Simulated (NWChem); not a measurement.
Molecule: C4H8O; SMILES CC1(O)CC1

```xyz
13

C      1.0655     1.1783    -0.0169
C     -0.0429     0.1583    -0.0067
O     -1.3241     0.7044    -0.0572
C      0.1236    -1.1325     0.7476
C      0.1008    -1.1199    -0.7611
H      0.9806     1.8224    -0.9058
H      2.0556     0.7000    -0.0250
H      1.0137     1.8231     0.8771
H     -1.4763     1.1634     0.7766
H      1.0715    -1.3311     1.2562
H     -0.7633    -1.5213     1.2550
H     -0.8030    -1.4898    -1.2512
H      1.0318    -1.3073    -1.3029
```
Atoms are numbered in this order, from 1.

All runs use the structure optimised with PBE0/def2-SVP. Not confirmed as a minimum by frequencies.

Task: List the 4 lowest vertical singlet excitations from PBE/6-31G* (spherical d), TDA (NWChem).

Result: 
```json
[
 {"state": "S1", "energy (eV)": "7.07", "oscillator strength": "0.006", "leading excitation (squared amplitude)": "HOMO → LUMO (0.99)"},
 {"state": "S2", "energy (eV)": "7.90", "oscillator strength": "0.035", "leading excitation (squared amplitude)": "HOMO−1 → LUMO (0.94)"},
 {"state": "S3", "energy (eV)": "7.93", "oscillator strength": "0.003", "leading excitation (squared amplitude)": "HOMO → LUMO+1 (0.95)"},
 {"state": "S4", "energy (eV)": "8.15", "oscillator strength": "0.017", "leading excitation (squared amplitude)": "HOMO → LUMO+2 (0.98)"}
]
```
